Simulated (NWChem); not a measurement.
System: C5H5N; SMILES C#C/C=N/C=C

```xyz
11

C      0.3314     3.0914     0.0000
C     -0.0231     1.9339     0.0000
C     -0.5134     0.5964     0.0000
N      0.2743    -0.4222     0.0000
C     -0.3184    -1.6837     0.0000
C      0.4268    -2.7973     0.0000
H      0.6711     4.1024     0.0000
H     -1.6088     0.4864     0.0000
H     -1.4135    -1.7422     0.0000
H     -0.0312    -3.7808     0.0000
H      1.5105    -2.7347     0.0000
```
Atoms are numbered in this order, from 1.

All runs: NWChem. Pople sets run with spherical d functions. STO-3G and 3-21G are far too small for this property and stand as cheap habits. All runs use the structure optimised with B3LYP/6-31G* (spherical d). GIAO values for the isolated, static molecule; σ is the absolute isotropic shielding, δ = σ(reference) − σ with the isolated reference molecule computed at the same levels (13C: tetramethylsilane, 1H: tetramethylsilane).

| level | δ C2 (ppm) | δ C3 (ppm) | δ C5 (ppm) | δ C6 (ppm) | δ H7 (ppm) | δ H10 (ppm) | δ H11 (ppm) | relative time |
|---|---|---|---|---|---|---|---|---|
| B3LYP/6-31G* | 73.0 | 135.8 | 142.2 | 115.7 | 2.94 | 5.14 | 5.65 | 10 |
| Hartree-Fock/STO-3G | 56.6 | 130.3 | 131.7 | 118.4 | 4.53 | 6.23 | 6.60 | 1 |
| B3LYP/6-311G** | 84.6 | 147.3 | 156.1 | 126.5 | 3.17 | 5.37 | 5.96 | 30 |
| Hartree-Fock/6-31G* | 66.3 | 145.6 | 143.6 | 119.5 | 3.63 | 5.28 | 5.92 | 8 |

Times are rough ratios from one shared machine.
